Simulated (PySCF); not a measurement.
Choosing a molecule for a target property.

Each SMILES stands for a single optimised conformer of the isolated species, non-relativistic unless stated; the electronic structure was computed with PySCF and density fitting.

Dipoles, sizes and rotational constants follow the conformer. The torsions of the flexible species, by atom-mapped SMILES:
- `[CH3:1][Si:2]([CH3:3])([CH2:4][CH:5]([F:6])[F:7])[O:8][SiH3:9]`: C1–Si2–C4–C5 -81°, Si2–C4–C5–F6 178°, C1–Si2–O8–Si9 -4°
- `[CH3:1][C:2]#[C:3][Si@H:4]([F:5])[CH2:6][SiH3:7]`: C3–Si4–C6–Si7 174°
- `[CH3:1][Si:2]([CH2:3][F:4])([CH2:5][F:6])[O:7][CH2:8][SiH3:9]`: C1–Si2–C3–F4 -64°, C1–Si2–C5–F6 -64°, C1–Si2–O7–C8 62°, Si2–O7–C8–Si9 155°
- `[CH3:1][c:2]1[cH:3][cH:4][cH:5][c:6]([C:7](=[O:8])[Cl:9])[cH:10]1`: C5–C6–C7–O8 180°
- `[CH:1]#[C:2]/[CH:3]=[CH:4]\[C:5]([CH:6]=[CH2:7])=[CH:8]/[CH:9]=[O:10]`: C3–C4–C5–C6 130°, C4–C5–C6–C7 -11°, C5–C8–C9–O10 168°

Question: Wanted: HOMO–LUMO gap above 8.4 eV (PBE0/pcSseg-1) and dipole moment below 2.8 D (PBE0/pcSseg-1), at GFN2-xTB geometries. Which candidate meets both?
A. `C#C/C=C\C(C=C)=C/C=O`
B. `CC#C[Si@H](F)C[SiH3]`
C. `Cc1cccc(C(=O)Cl)c1`
D. `C[Si](CF)(CF)OC[SiH3]`
E. `C[Si](C)(CC(F)F)O[SiH3]`

Answer: E. Computed values:
| species | HOMO–LUMO gap | dipole moment |
| --- | --- | --- |
| C#C/C=C\C(C=C)=C/C=O | 4.62 eV | 3.87 D |
| Cc1cccc(C(=O)Cl)c1 | 5.55 eV | 4.33 D |
| CC#C[Si@H](F)C[SiH3] | 7.63 eV | 3.01 D |
| C[Si](CF)(CF)OC[SiH3] | 8.30 eV | 1.35 D |
| C[Si](C)(CC(F)F)O[SiH3] | 8.44 eV | 2.50 D |
